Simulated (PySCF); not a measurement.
A mixed set of molecules.

All values: PBE0/def2-SVPD (PySCF) at GFN2-xTB geometries, gas phase, one conformer each. Core orbitals are frozen in the response; Δα² is half the sum of the squared differences of the principal polarisabilities.

**Question.** Rank by dipole moment, highest first.
A. chloroethane, `CCCl`
B. `[O:1]=[C:2]1[O:3][CH2:4][C@H:5]([CH:6]([Cl:7])[Cl:8])[O:9]1` with C4–C5–C6–Cl7 69°
C. `[N:1]#[C:2][C:3]1=[CH:4][C:5](=[O:6])[C@H:7]([F:8])[C:9]1=[O:10]` with C3–C4–C5–O6 168°, C4–C5–C7–F8 141°, C5–C7–C9–O10 160°, C2–C3–C9–C7 -168°
D. `N#Cc1nsc(C(F)(F)F)n1`
E. `[SiH3:1][O:2][C:3]1=[CH:4][CH:5]=[CH:6][SiH2:7]1` with Si1–O2–C3–C4 180°
F. `[CH:1]#[C:2][C@@H:3]1[CH2:4][SiH2:5][O:6][SiH2:7]1` with C2–C3–C4–Si5 -157°, C3–C4–Si5–O6 23°, C4–Si5–O6–Si7 -6°, Si5–O6–Si7–C3 -10°

**Answer.** B (4.59 D), D (3.68 D), C (2.84 D), A (2.17 D), F (0.94 D), E (0.55 D).

**Question.** Rank by polarisability anisotropy Δα, lowest first.
A. `[CH:1]#[C:2][C@@H:3]1[CH2:4][SiH2:5][O:6][SiH2:7]1` with C2–C3–C4–Si5 -157°, C3–C4–Si5–O6 23°, C4–Si5–O6–Si7 -6°, Si5–O6–Si7–C3 -10°
B. `[O:1]=[C:2]1[O:3][CH2:4][C@H:5]([CH:6]([Cl:7])[Cl:8])[O:9]1` with C4–C5–C6–Cl7 69°
C. `[CH3:1][O:2][C:3](=[S:4])[CH2:5][OH:6]` with C1–O2–C3–S4 1°, O2–C3–C5–O6 17°, C3–C5–O6–H -45°
D. `[CH:1]#[C:2][C@@H:3]([CH3:4])[CH2:5][F:6]` with C2–C3–C5–F6 172°
E. `[SiH3:1][N:2]([SiH3:3])[SiH2:4][PH2:5]` with Si1–N2–Si4–P5 177°, N2–Si4–P5–H 177° and 85°
F. `C(#N)c1nsc(n1)C(F)(F)F`

**Answer.** D (3.55 Å³), C (3.90 Å³), B (4.43 Å³), E (5.16 Å³), A (5.54 Å³), F (8.10 Å³).

**Question.** Rank by mean static polarisability, highest first.
A. `C#C[C@@H]1C[SiH2]O[SiH2]1` (C4H8OSi2)
B. `O=C1O[C@H](CO1)C(Cl)Cl` (C4H4Cl2O3)
C. `C(Cl)C` (C2H5Cl)
D. `C#C[C@@H](C)CF` (C5H7F)
E. `FC(c1snc(C#N)n1)(F)F` (C4F3N3S)
F. `[SiH3]OC1=CC=C[SiH2]1` (C4H8OSi2)

**Answer.** F (14.93 Å³), A (14.02 Å³), E (12.31 Å³), B (12.07 Å³), D (8.80 Å³), C (6.07 Å³).

All values together:

| SMILES | formula | μ (D) | HOMO (eV) | LUMO (eV) | α (Å³) | Δα (Å³) | electrons | α per electron (Å³) |
| --- | --- | --- | --- | --- | --- | --- | --- | --- |
| C#C[C@@H]1C[SiH2]O[SiH2]1 | C4H8OSi2 | 0.94 | -7.38 | -0.01 | 14.02 | 5.54 | 68 | 0.206 |
| COC(=S)CO | C3H6O2S | 2.62 | -6.81 | -1.57 | 10.09 | 3.90 | 56 | 0.180 |
| C#C[C@@H](C)CF | C5H7F | 1.22 | -8.05 | 0.67 | 8.80 | 3.55 | 46 | 0.191 |
| [SiH3]OC1=CC=C[SiH2]1 | C4H8OSi2 | 0.55 | -6.10 | -1.35 | 14.93 | 6.68 | 68 | 0.220 |
| CCCl | C2H5Cl | 2.17 | -8.42 | 0.53 | 6.07 | 1.80 | 34 | 0.179 |
| O=C1OC[C@H](C(Cl)Cl)O1 | C4H4Cl2O3 | 4.59 | -9.03 | -0.68 | 12.07 | 4.43 | 86 | 0.140 |
| N#Cc1nsc(C(F)(F)F)n1 | C4F3N3S | 3.68 | -9.16 | -3.17 | 12.31 | 8.10 | 88 | 0.140 |
| [SiH3]N([SiH3])[SiH2]P | H10NPSi3 | 0.48 | -7.42 | -0.45 | 16.60 | 5.16 | 74 | 0.224 |
| N#CC1=CC(=O)[C@H](F)C1=O | C6H2FNO2 | 2.84 | -8.51 | -4.18 | 11.88 | 8.73 | 70 | 0.170 |

Conformers: `[CH:1]#[C:2][C@@H:3]1[CH2:4][SiH2:5][O:6][SiH2:7]1` with C2–C3–C4–Si5 -157°, C3–C4–Si5–O6 23°, C4–Si5–O6–Si7 -6°, Si5–O6–Si7–C3 -10°; `[CH3:1][O:2][C:3](=[S:4])[CH2:5][OH:6]` with C1–O2–C3–S4 1°, O2–C3–C5–O6 17°, C3–C5–O6–H -45°; `[CH:1]#[C:2][C@@H:3]([CH3:4])[CH2:5][F:6]` with C2–C3–C5–F6 172°; `[SiH3:1][O:2][C:3]1=[CH:4][CH:5]=[CH:6][SiH2:7]1` with Si1–O2–C3–C4 180°; `[O:1]=[C:2]1[O:3][CH2:4][C@H:5]([CH:6]([Cl:7])[Cl:8])[O:9]1` with C4–C5–C6–Cl7 69°; `[SiH3:1][N:2]([SiH3:3])[SiH2:4][PH2:5]` with Si1–N2–Si4–P5 177°, N2–Si4–P5–H 177° and 85°; `[N:1]#[C:2][C:3]1=[CH:4][C:5](=[O:6])[C@H:7]([F:8])[C:9]1=[O:10]` with C3–C4–C5–O6 168°, C4–C5–C7–F8 141°, C5–C7–C9–O10 160°, C2–C3–C9–C7 -168°.

**Question.** How closely does the mean polarisability follow the number of electrons in this set?

**Answer.** The correlation coefficient is 0.72; α per electron runs from 0.140 to 0.224 Å³.
